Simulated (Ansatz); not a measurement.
Cost and result for the atomization energy of C3H6OSSi, SMILES `C=C1O[Si]1(C)S` (12 atoms, 12 bonds).

Cartesian coordinates in Å:
```
C 2.243 -0.377 -1.038
C 1.157 -0.071 -0.355
O 1.026 0.201 1.029
Si -0.458 0.344 0.252
C -1.786 -0.860 0.688
S -1.286 2.274 0.050
H 3.209 -0.458 -0.552
H 2.177 -0.554 -2.103
H -2.549 -0.897 -0.092
H -2.268 -0.570 1.625
H -1.352 -1.854 0.807
H -0.114 2.822 -0.312
```

Charge 0, multiplicity 1. All single points use the PBE0-D4/def2-TZVP geometry. It is one conformer, not always the lowest. Program: Ansatz. All runs use 4 threads of an Arm Neoverse V2 on a shared host. Times are those of one run each, without the atoms' runs, and a repeat can differ threefold. Electronic energies, without spin–orbit coupling; frozen cores. CCSD(T)/CBS adds CCSD(T) − MP2 in def2-TZVPP to the MP2 limit, and its time is that of the two runs behind it. T1 = 0.014. B3LYP takes the VWN-RPA correlation (the form of Gaussian; ORCA's B3LYP/G).

CCSD(T)/CBS is a level of theory with its own doubt, some kJ/mol a heavy atom from the limit and from the frozen cores, so smaller differences don't rank the functionals.

| level | functions | wall time |
| --- | --- | --- |
| PBE-D4/def2-TZVPP (with forces) | 292 | 3.2 s |
| PBE0-D4/def2-TZVPP | 292 | 4.1 s |
| r2SCAN-D4/def2-TZVPP (with forces) | 292 | 6.5 s |
| B3LYP-D4/def2-TZVPP (with forces) | 292 | 6.5 s |
| B2PLYP/def2-TZVPP | 292 | 7.5 s |
| ωB97X-V/def2-TZVPP | 292 | 10 s |
| ωB97M-V/def2-TZVPP (with forces) | 292 | 14 s |
| MP2/def2-QZVPP | 548 | 31 s |
| CCSD(T)/def2-TZVPP | 292 | 5 min |
| CCSD(T)/CBS(def2) | – | 5.5 min |

**Question.** What atomization energy does each give, and how far from CCSD(T)/CBS? (An estimate is asked.)

**Answer.** Computed: 
| level | atomization (kJ/mol) | difference from CCSD(T)/CBS | per bond |
| --- | --- | --- | --- |
| PBE-D4/def2-TZVPP (with forces) | 4866.2 | 137.0 | 11.4 |
| PBE0-D4/def2-TZVPP | 4762.1 | 32.9 | 2.7 |
| r2SCAN-D4/def2-TZVPP (with forces) | 4769.8 | 40.6 | 3.4 |
| B3LYP-D4/def2-TZVPP (with forces) | 4723.1 | -6.1 | -0.5 |
| B2PLYP/def2-TZVPP | 4675.4 | -53.8 | -4.5 |
| ωB97X-V/def2-TZVPP | 4749.0 | 19.8 | 1.6 |
| ωB97M-V/def2-TZVPP (with forces) | 4756.2 | 27.0 | 2.2 |
| MP2/def2-QZVPP | 4781.0 | 51.8 | 4.3 |
| CCSD(T)/def2-TZVPP | 4595.6 | -133.6 | -11.1 |
| CCSD(T)/CBS(def2) | 4729.2 | 0.0 | 0.0 |

In def2-TZVPP, CCSD(T) changes the Hartree–Fock value by +1219.6 kJ/mol (the triples alone add +89.0 kJ/mol) and MP2 by +1325.8 kJ/mol; breaking electron pairs costs correlation energy, which Hartree–Fock lacks. From PBE to PBE0 (25 % exact exchange), in def2-TZVPP and without D4, the atomization energy moves by −99.8 kJ/mol: exact exchange takes away binding that semilocal exchange gives to molecules. The D4 term adds +48.2 kJ/mol with B3LYP and +25.6 kJ/mol with PBE0; it sums over pairs of atoms, weighted by their polarisabilities, and B3LYP, whose exchange is more repulsive, gets the larger term.
